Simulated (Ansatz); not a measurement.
Relaxation of CH2BClO (6 atoms, charge 0, multiplicity 1), to a largest force component of 0.015 eV/Å in at most 40 steps.

Level of theory: Ansatz 0.2.0, RKS r2SCAN-D4/def2-SVP.

```xyz
6
Properties=species:S:1:pos:R:3
O 1.296 -0.729 -1.155
C 0.764 -0.291 -0.168
B -0.661 0.376 0.039
Cl -0.856 2.013 -0.274
H 1.334 -0.323 0.802
H -1.587 -0.290 0.314
```

Question: Where does it end, and by what steps?

Answer: The run converged. After 13 steps the energy has fallen by 0.187 eV; H5 moved furthest, 0.28 Å.

```tsv
step	energy less start (eV)	largest force component (eV/Å)	accepted
0	0.0000	1.801	yes
1	0.0102	1.589	no
2	-0.1015	0.670	yes
3	-0.1284	0.296	yes
4	-0.1443	0.485	yes
5	-0.1529	0.540	yes
6	-0.1740	0.231	yes
7	-0.1810	0.089	yes
8	-0.1839	0.409	yes
9	-0.1863	0.079	yes
10	-0.1865	0.034	yes
11	-0.1865	0.031	yes
12	-0.1865	0.039	no
13	-0.1866	0.009	yes
```

```xyz
6
Properties=species:S:1:pos:R:3
O 1.032 -0.809 -1.096
C 0.797 -0.274 -0.025
B -0.658 0.336 0.025
Cl -0.828 2.061 -0.194
H 1.587 -0.202 0.773
H -1.640 -0.355 0.075
```

Time of the run: 51 s on 1 CPU thread of a shared host.
